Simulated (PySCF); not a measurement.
# Dipole moment and polarisability of `C=C/C=C/C=C/O[SiH3]`

C₆H₁₀OSi.
Structure used (GFN2-xTB), in Å, numbered top down from 1:
```xyz
18
C6H10OSi angstrom
C     -4.360   -0.139   -0.571
C     -3.174    0.437   -0.385
C     -1.945   -0.292   -0.232
C     -0.749    0.294   -0.045
C      0.481   -0.425    0.108
C      1.662    0.177    0.294
O      2.801   -0.519    0.434
Si     4.349   -0.076    0.670
H     -4.464   -1.211   -0.618
H     -5.264    0.435   -0.681
H     -3.097    1.517   -0.341
H     -2.012   -1.371   -0.275
H     -0.684    1.374   -0.002
H      0.446   -1.504    0.070
H      1.745    1.258    0.339
H      4.479    0.683    1.916
H      4.815    0.760   -0.439
H      4.961   -1.392    0.714
```

Level: CAM-B3LYP/def2-SVPD (PySCF), static field, nuclei fixed, core orbitals frozen in the response. The polarisability tensor in these axes (au):

```
x   224.11  11.62  22.06
y    11.62  88.40   2.17
z    22.06   2.17  74.63
```

Q: Diagonalise the tensor; give its mean and Δα, where Δα² is half the sum of the squared differences of the eigenvalues.

A: Principal values 71.43, 87.42 and 228.30 au; mean 129.05 au = 19.12 Å³ = 21.28 × 10⁻⁴⁰ C²·m²/J; Δα = 149.51 au (116 % of the mean).

Q: What is the dipole moment, and where does it point?

A: (1.36, 0.84, 0.22) D, 1.61 D in size, pointing from the negative to the positive side. Measured along this direction, the outermost atoms are H9 at the negative end and H16 and H17 at the positive end.

Q: Directions of the eigenvectors, and the extent of the frame along each?

A: Largest value along (0.99, 0.08, 0.14), where the nuclei span 10.13 Å; middle along (-0.09, 1.00, 0.02), 3.58 Å; least along (-0.14, -0.03, 0.99), 2.38 Å. The response follows the extents in order.

Q: Rayleigh depolarisation ratio (linearly polarised light, static tensor)?

A: ρ = 3Δα²/(45ᾱ² + 4Δα²) = 67064.0/(749398 + 89418.6) = 0.08.

Q: How large is μ²/3kT at 500 K beside α?

A: In Gaussian units μ²/3kT = 12.59 Å³ against 19.12 Å³, a ratio of 0.66; the Debye molar polarisation (4π/3)N_A(α + μ²/3kT) is 80.0 cm³/mol, leaving out the vibrational part.

Q: Refractivity n − 1 of an ideal gas of it at 298.15 K and 1 atm, from the electronic α?

A: N = p/kT = 2.4615 × 10¹⁹ cm⁻³, so n − 1 = 2π × N × 19.12 × 10⁻²⁴ cm³ = 2958 × 10⁻⁶ at long wavelengths, for an ideal gas.

The structure is a single GFN2-xTB conformer in the gas phase; no vibrational or solvent corrections.
